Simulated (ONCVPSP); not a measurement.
## Scattering properties, ONCV potential for La (Z = 57)

```json
{"Element": "lanthanum", "Generator": "ONCVPSP 4.0.1", "Type": "optimised norm-conserving Vanderbilt (ONCV)", "Functional": "PBE", "Relativity": "fully relativistic", "Frozen core": "[Kr] 4d10", "Valence charge": "11", "Reference configuration": "5s2 5p6 5d1 6s2", "Partial waves": "5s+6s: rc 2.65 bohr, ncon 4, nbas 9, qcut 3.9 1/bohr, 2 projectors; 5p: rc 2.50 bohr, ncon 4, nbas 9, qcut 6.9 1/bohr, 1 projector; 5d: rc 3.15 bohr, ncon 5, nbas 10, qcut 6 1/bohr, 3 projectors, debl 2.8 Ha; f scattering state at 0.1 Ha: rc 3.25 bohr, ncon 3, nbas 8, qcut 3.6 1/bohr, 2 projectors, debl 3.8 Ha", "Local potential": "polynomial inside 1.95 bohr (lpopt 5, dvloc0 1 Ha)", "Core correction": "Teter function, fcfact 5.75, rcfact 1.35"}
```

Open shells are filled in proportion to 2j + 1.

In the f channel the program set the typed energies aside and used -0.155, 3.645 Ha (j = l + 1/2; the other j can differ).

The phase is arctan(r·R′/R) of the radial function R(r), unwrapped; energies in Ha, scanned from -3 to 5 Ha. A pole is an energy at which the radial function vanishes at the test radius. The pseudo phase is shifted by a multiple of π to meet the all-electron one at the reference energy, and phase errors are pseudo minus all-electron; the curves can meet again beyond the range given. Levels narrower than the energy grid can be missing from the lists of poles.

| channel | radius (bohr) | reference energy (Ha) | poles, all-electron | poles, pseudo | unbroken range about the reference energy with phases within 0.05 rad | phase error 1 Ha above the reference energy (rad) |
| --- | --- | --- | --- | --- | --- | --- |
| s | 2.69 | -0.14 | -1.31, 2.29 | -1.31, 1.99, 3.37 | below 2.1 | -0.006 |
| p3/2 | 2.54 | -0.79 | -0.42, 3.77 | -0.42, 2.96 | below 0.6 | -0.011 |
| p1/2 | 2.54 | -0.89 | -0.57, 3.54 | -0.57, 2.91 | below 0.5 | -0.009 |
| d5/2 | 3.20 | -0.11 | 0.22, 2.63 | 0.22, 2.63 | the whole range | -0.004 |
| d3/2 | 3.20 | -0.12 | 0.20, 2.60 | 0.20, 2.60 | the whole range | -0.004 |
| f7/2 | 3.30 | -0.16 | -0.14, 1.32, 3.67 | -0.13, 3.67 | -0.2 to -0.1 | +2.451 |
| f5/2 | 3.30 | -0.16 | -0.14, 1.32, 3.67 | -0.14, 3.67 | -0.2 to -0.2 | +2.454 |

Phases in the d5/2 channel:

| E (Ha) | all-electron | pseudo |
| --- | --- | --- |
| -2.98 | 1.420 | 1.420 |
| -2.76 | 1.413 | 1.413 |
| -2.54 | 1.405 | 1.405 |
| -2.32 | 1.395 | 1.395 |
| -2.10 | 1.383 | 1.383 |
| -1.88 | 1.369 | 1.369 |
| -1.66 | 1.352 | 1.352 |
| -1.44 | 1.329 | 1.329 |
| -1.22 | 1.297 | 1.297 |
| -1.00 | 1.250 | 1.249 |
| -0.78 | 1.168 | 1.168 |
| -0.56 | 0.990 | 0.989 |
| -0.34 | 0.340 | 0.340 |
| -0.12 | -1.056 | -1.056 |
| 0.10 | -1.468 | -1.468 |
| 0.32 | -1.633 | -1.633 |
| 0.54 | -1.762 | -1.763 |
| 0.76 | -1.944 | -1.946 |
| 0.98 | -2.405 | -2.412 |
| 1.20 | -3.656 | -3.666 |
| 1.42 | -4.276 | -4.279 |
| 1.64 | -4.472 | -4.473 |
| 1.86 | -4.565 | -4.565 |
| 2.08 | -4.622 | -4.622 |
| 2.30 | -4.663 | -4.663 |
| 2.52 | -4.697 | -4.697 |
| 2.74 | -4.727 | -4.727 |
| 2.96 | -4.757 | -4.757 |
| 3.18 | -4.790 | -4.790 |
| 3.40 | -4.833 | -4.833 |
| 3.62 | -4.897 | -4.897 |
| 3.84 | -5.020 | -5.021 |
| 4.06 | -5.385 | -5.391 |
| 4.28 | -6.765 | -6.777 |
| 4.50 | -7.447 | -7.450 |
| 4.72 | -7.624 | -7.625 |
| 4.94 | -7.702 | -7.702 |
